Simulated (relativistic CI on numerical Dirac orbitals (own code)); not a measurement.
# Os2+: resonant inelastic scattering at the L2,3 edge

Computed with this model: Dirac-Coulomb-Breit CI, orbitals from a KLI potential per configuration, QED by a radiative potential, Kramers-Heisenberg scattering through one core-hole configuration in a parametric crystal field, unscaled Slater integrals; configurations [Xe] 4f14 5d6 → [He] 2s2 2p5 3s2 3p6 3d10 4s2 4p6 4d10 4f14 5s2 5p6 5d7; 10 K; core-hole width 3 eV; summed over polarisations. Incident energies are the highest absorption maxima for each field (at most a few, so the weaker spin-orbit partner edge can be absent), on the computed scale of the free ion. Intensities are in per cent of the strongest line above 0.02 eV; levels within 1 cm⁻¹ are merged; final levels count from the ground level, the first row holds all elastic scattering, lines under 0.4 are left out and each table stops after 24 rows. The scale of the Slater integrals is a model choice and moves the terms in proportion.

Field parameters in Wybourne normalisation: Oh B⁴₀ = 21Dq, B⁴₄ = √(5/14) B⁴₀. The field is a parameter set, without covalency.

S is read from ⟨S²⟩ = S(S + 1).

Oh, 10Dq = 5500 cm⁻¹:

```tsv
Final level (eV)	Degeneracy	Irrep	S	10870.9 eV
0.000	3	T2	1.94	1620.4
0.051	2	E	1.90	96.0
0.087	3	T1	1.91	100.0
0.123	1	A1	1.86	27.2
0.423	3	T1	1.96	58.2
0.432	3	T2	1.89	73.6
0.978	2	E	1.83	3.6
1.003	3	T2	1.88	18.3
1.039	1	A2	1.95	4.0
1.092	3	T1	1.89	11.1
1.383	1	A1	0.92	3.0
1.618	2	E	1.08	7.9
1.683	3	T1	0.99	17.9
1.766	3	T2	1.14	9.0
2.063	2	E	1.07	19.7
2.071	3	T1	1.01	3.1
2.121	3	T2	0.99	6.2
2.221	2	E	0.95	3.9
2.275	3	T2	0.97	20.7
2.312	3	T1	0.96	10.3
2.361	3	T1	0.97	26.1
2.385	3	T2	0.92	36.5
2.465	1	A1	0.86	2.2
2.490	3	T2	1.00	19.2
```

Oh, 10Dq = 12450 cm⁻¹:

```tsv
Final level (eV)	Degeneracy	Irrep	S	10870.5 eV
0.000	1	A1	1.18	713.8
0.162	2	E	1.78	21.5
0.177	3	T2	1.92	30.0
0.226	3	T1	1.81	35.2
0.473	3	T2	1.73	6.9
0.553	3	T1	1.91	5.5
0.708	1	A1	1.46	6.4
1.140	2	E	1.24	1.1
1.301	3	T2	1.38	2.1
1.333	3	T1	1.07	100.0
1.642	2	E	1.22	16.2
1.676	3	T1	1.17	35.9
1.827	3	T2	1.21	2.6
1.911	1	A1	1.66	3.7
1.948	3	T1	1.61	5.0
1.952	2	E	1.58	0.4
2.000	3	T2	1.66	34.1
2.061	1	A1	1.06	4.9
2.145	3	T1	0.99	34.6
2.447	2	E	1.07	2.5
2.485	3	T2	0.98	3.5
2.587	3	T1	1.03	0.7
2.675	3	T2	0.83	14.1
2.775	3	T2	0.93	25.5
```

For the first field the strongest loss at the lowest incident energy is the level at 0.09 eV (S = 1.91, against 1.94 in the thermal ground state). Levels of other spin, the first over 8 % at 1.68 eV, appear because spin-orbit coupling of the core hole, and in heavier ions of the valence shell too, mixes spins.
